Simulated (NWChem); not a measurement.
# CHO2, doublet; SMILES O=[C]O

```xyz
4

O     -0.1755     1.1417     0.0000
C      0.4189     0.1031     0.0000
O     -0.0217    -1.1470     0.0000
H     -1.0149    -1.1369     0.0000
```
Atoms are numbered in this order, from 1.

All runs: NWChem. Geometry optimised at PBE-D3(BJ)/def2-SVP; all other runs use it. Pople sets run with spherical d functions. Spin-unrestricted. In the optimisation the excess spin sits in a' (Cs, its own frame). Vzz has the sign of the potential's second derivative. Excited states of an open shell can be spin-contaminated.

| quantity | level | value |
|---|---|---|
| A(iso) 13C atom 2 (MHz) | PBE0/6-31G* | 613 |
| vertical, lowest state with f > 0.02 (eV) | BHandHLYP/def2-SVPD, TDA | [?] |
| charge (e), Mulliken O3 | UHF/6-31G* | -0.69 |
| cavity-dispersion-structure term (kcal/mol) in methanol | PBE/def2-SVP, SMD | [?] |
| Vzz O3 (a.u.) | PBE/def2-SVP | [?] |
| highest occupied level (eV) | B3LYP/def2-SVP | -6.69 |
| dipole (D) | PBE-D3(BJ)/def2-SVP | 2.07 |
| highest harmonic frequency (cm⁻¹) | PBE-D3(BJ)/def2-SVP | [?] |

Question: Complete the blanks.

Answer: 
- vertical, lowest state with f > 0.02 (eV), value: 5.44
- cavity-dispersion-structure term (kcal/mol) in methanol, value: 5.6
- Vzz O3 (a.u.), value: 1.561
- highest harmonic frequency (cm⁻¹), value: 3396
